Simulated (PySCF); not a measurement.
# Electron correlation in O(3+) (oxygen, charge +3)

[He] 2s2 2p1, 2P determinant. All numbers are calculated (PySCF 2.14, scalar relativity by spin-free X2C-1e, in aug-cc-pVDZ-DK). Frozen: 1s2; 3 electrons correlated.

| level | correlation energy (mhartree) |
| --- | --- |
| CCSD | -82.13 |
| (T) | -0.49 |
| CCSD(T) | -82.62 |
| CCSDT | -82.74 |
| FCI | -82.74 |

Diagnostics: T1 = 0.0053, D1 = 0.0102, largest double amplitude 0.138, weight of the Hartree-Fock determinant in FCI 0.9549 (5082 determinants).

**Question.** Is a single reference adequate?

**Answer.** Mostly. T1 lies below 0.03, but a double amplitude of this size points to a near-degeneracy that CCSD handles and MP2 describes poorly.
